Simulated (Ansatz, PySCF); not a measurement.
Energy difference 3 R1 + R2 → P1 + 2 P2 + P3, each structure at its B3LYP-D3(BJ)/def2-TZVP stationary point, reached from a drawn start (curvature not checked).
P1: CH4 (SMILES C), charge 0, multiplicity 1.
R1, H2 (SMILES [H][H]) (charge 0, multiplicity 1):
```xyz
2

H      0.0000     0.0000     0.3720
H      0.0000     0.0000    -0.3720
```
P2: HF (SMILES F), charge 0, multiplicity 1.
P3: SiH4 (SMILES [SiH4]), charge 0, multiplicity 1.
R2, CH4F2Si (SMILES C[SiH](F)F) (charge 0, multiplicity 1, Z-matrix in Å and degrees):
```
Si
F 1 1.5968
F 1 1.5968 2 106.81
H 1 1.4717 2 107.61 3 115.31
C 1 1.8444 4 114.90 3 122.61
H 5 1.0917 1 110.81 4 180.00
H 5 1.0920 6 108.26 1 121.48
H 5 1.0920 6 108.26 7 117.04
```

P less R. No zero-point or thermal terms.

Correlated levels freeze the cores.

The values were computed with Ansatz (Gaussian basis) for Hartree–Fock, density functionals and correlated methods; PySCF for the D3/D4 terms. All values are computed, each at the level named.

The comparison value is 55.68 kcal/mol (CCSD(T)/cc-pV(Q+d)Z). It is a level with limits of its own, not the exact answer.

Q: Order these levels by how close they come to the comparison value for the reaction energy, closest first: SVWN5/def2-TZVPP, BHLYP-D4/def2-TZVPP, B3LYP-D3(BJ)/def2-TZVPP, r2SCAN-D4/def2-TZVPP, PBE0-D4/def2-TZVPP. Give each level's value less the comparison value.

A: BHLYP-D4/def2-TZVPP (-1.17 kcal/mol), B3LYP-D3(BJ)/def2-TZVPP (-1.42 kcal/mol), r2SCAN-D4/def2-TZVPP (2.52 kcal/mol), SVWN5/def2-TZVPP (-3.45 kcal/mol), PBE0-D4/def2-TZVPP (-4.95 kcal/mol)

Ansatz is a first-principles code.
